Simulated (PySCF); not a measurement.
Species: phosphasilene FPSiF2, F3PSi.
Atom-mapped SMILES: `[F:1][P:2]=[Si:3]([F:4])[F:5]`

Cartesian coordinates in Å at the PBE0-D3(BJ)/def2-SVP level; atoms count from 1:
```xyz
5
F3PSi angstrom
F      2.0645   -0.6111    0.6861
P      1.4247   -0.1920   -0.7705
Si    -0.5438    0.1445   -0.1302
F     -1.6999    0.6025   -1.1457
F     -1.2119    0.0221    1.3223
```

Method: CCSD and EOM-CCSD/aug-cc-pVDZ in PySCF, restricted Hartree–Fock reference, 13 core orbitals frozen, non-relativistic, gas phase, PBE0-D3(BJ)/def2-SVP geometry.

Output of the driver script:
```
E(HF) = -928.1070862840
E(MP2) = -928.9252296619
E(CCSD) = -928.9449991706
T1 diagnostic = 0.0178

EOM-IP-CCSD (eV)   Koopmans (eV)
   9.1257       9.1797
  11.2544      11.8829
  15.2269      17.3055
  15.5868      18.3974
  16.1139      18.6327
  16.1833      18.8287
  16.4925      19.1498
  17.2830      19.8287

EOM-EE-CCSD singlets (eV): 3.3388 4.1171 4.8232 5.8051 6.4063

EOM-EE-CCSD triplets (eV): 2.7556 3.0141
```

The run ended as not converged.

Problem. Which step failed, and what can still be used?

Solution. It failed in the EOM eigenvalue search: CCSD itself converged, but at least one root missed its threshold. The HF, MP2 and CCSD energies and the T1 diagnostic (0.018) stand; the printed roots aren't to be trusted, as the output doesn't say which one failed.

Problem. What would one try next?

Solution. More iterations or a larger search space for the roots, and more roots than needed, so that close states are found together.

On Arm Neoverse V2, one thread, no GPU, shared host with 96 logical CPUs at a one-minute load of 148, this took 12 min and 2.0 GiB of memory at its peak.
